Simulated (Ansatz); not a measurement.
Total energies of `CS[SiH2]N`.

Cartesian coordinates in Å:
```
C 0.960 1.387 -0.789
S 1.601 -0.260 -0.377
Si -0.237 -1.265 0.017
N -1.184 -0.641 1.298
H 0.373 1.792 0.035
H 0.354 1.354 -1.695
H 1.819 2.034 -0.961
H 0.207 -2.652 0.300
H -1.121 -1.196 -1.176
H -0.823 -0.538 2.232
H -1.948 -0.014 1.115
```

The species carries charge 0 and has multiplicity 1. Geometry: relaxed with PBE0-D4/def2-TZVP. It is one conformer, not always the lowest. Basis def2-TZVPP, the Gaussian-basis code of Ansatz.

RPA on PBE orbitals: Hartree–Fock energy of these orbitals -782.92771 Eh, correlation -1.19295 Eh (frozen core).

| functional | energy without D4 (Eh) | D4 term (kJ/mol) |
| --- | --- | --- |
| LDA (SPW92) | -781.48015 | – |
| PBE | -784.41906 | -23.2 |
| r2SCAN | -784.76139 | -5.7 |
| B3LYP | -784.91741 | -37.4 |
| r2SCANh | -784.75418 | -6.0 |
| r2SCAN0 | -784.74429 | -6.7 |
| HSE06 (plane-wave form) | -784.47569 | -18.3 |
| BHLYP | -784.81119 | -29.1 |
| ωB97X-V | -784.73796 | – |
| ωB97M-V | -784.77569 | – |

Q: Give the same for revPBE, BLYP, B97M-V, PBE0, CAM-B3LYP, LC-ωPBE, B2PLYP, PBE-QIDH. (An estimate is asked.)

A: Ansatz gave: 
| functional | energy without D4 (Eh) | D4 term (kJ/mol) |
| --- | --- | --- |
| revPBE | -784.70573 | -68.4 |
| BLYP | -784.81477 | -50.7 |
| B97M-V | -784.68848 | – |
| PBE0 | -784.49540 | -19.6 |
| CAM-B3LYP | -784.83923 | -20.0 |
| LC-ωPBE | -784.61327 | – |
| B2PLYP | -784.53929 | – |
| PBE-QIDH | -784.31469 | – |

B3LYP takes the VWN-RPA correlation (the form of Gaussian; ORCA's B3LYP/G). HSE06 is the plane-wave form, built on full-range PBE exchange. The double hybrids freeze the cores in their second-order part.

LC-ωPBE has ω = 0.4 bohr⁻¹.
